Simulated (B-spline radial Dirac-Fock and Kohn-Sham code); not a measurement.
## Scattering functions of Os³²⁺

System: the Os³²⁺ ion, configuration [Kr] 4d8.

Input of the calculation (task.json; shells as n, l, electrons):

```json
{"items": [{
  "Z": 76,
  "q": 32,
  "cfg": [[1, 0, 2], [2, 0, 2], [2, 1, 6], [3, 0, 2], [3, 1, 6], [3, 2, 10], [4, 0, 2], [4, 1, 6], [4, 2, 8]],
  "A": 192,
  "rrms": 5.4126,
  "do": ["scatter"],
  "s": [0.0, 0.04, 0.06, 0.07, 0.09, 0.11, 0.14, 0.18, 0.23, 0.3, 0.38, 0.48, 0.61, 0.78, 0.99, 1.26, 1.6, 2.03, 2.58, 3.28, 4.17, 5.3, 6.74],
  "pz": [0, 0.1, 0.2, 0.3, 0.4, 0.5, 0.6, 0.8, 1.0, 1.2, 1.4, 1.6, 1.8, 2.0, 2.5, 3.0, 4.0, 5.0, 7.0, 10.0, 15.0, 20.0, 30.0, 40.0, 60.0, 100.0],
  "hv_scatter": [1000, 2000, 5000, 8047.8, 10000, 17479.3, 200000, 500000]
}]}
```

Command: `python xray_run.py task.json out`

Model: relativistic Hartree-Fock (Dirac-Fock) wave functions, averaged over the configuration. Program: a radial atomic solver. f₀ is the Fourier transform of the spherical electron density, S the Waller-Hartree incoherent function, and s = sin θ/λ. The electron scattering factor follows from the Mott-Bethe formula f_e = 0.023934 Å⁻¹·(Z − f₀)/s².

| s (Å⁻¹) | f₀ | S | f_e (Å) |
| --- | --- | --- | --- |
| 0 | 44.000 | 0.000 | – |
| 0.04 | 43.954 | 0.039 | 479.373 |
| 0.06 | 43.896 | 0.087 | 213.439 |
| 0.07 | 43.858 | 0.118 | 156.996 |
| 0.09 | 43.766 | 0.195 | 95.245 |
| 0.11 | 43.651 | 0.290 | 63.986 |
| 0.14 | 43.438 | 0.467 | 39.763 |
| 0.18 | 43.077 | 0.763 | 24.320 |
| 0.23 | 42.509 | 1.224 | 15.152 |
| 0.3 | 41.514 | 2.020 | 9.171 |
| 0.38 | 40.124 | 3.101 | 5.946 |
| 0.48 | 38.086 | 4.632 | 3.939 |
| 0.61 | 35.109 | 6.770 | 2.630 |
| 0.78 | 31.030 | 9.573 | 1.769 |
| 0.99 | 26.312 | 12.809 | 1.213 |
| 1.26 | 21.473 | 16.521 | 0.822 |
| 1.6 | 17.456 | 20.524 | 0.547 |
| 2.03 | 14.354 | 24.485 | 0.358 |
| 2.58 | 11.324 | 28.106 | 0.233 |
| 3.28 | 8.132 | 31.429 | 0.151 |
| 4.17 | 5.772 | 34.491 | 0.097 |
| 5.3 | 4.533 | 37.197 | 0.061 |
| 6.74 | 3.535 | 39.448 | 0.038 |

f₀ starts at the number of electrons, 44, and has fallen to half at s ≈ 1.23 Å⁻¹. The sum of ⟨r²⟩ over the electrons is 3.934 bohr². For an ion f_e diverges as s goes to zero, because of the net charge.
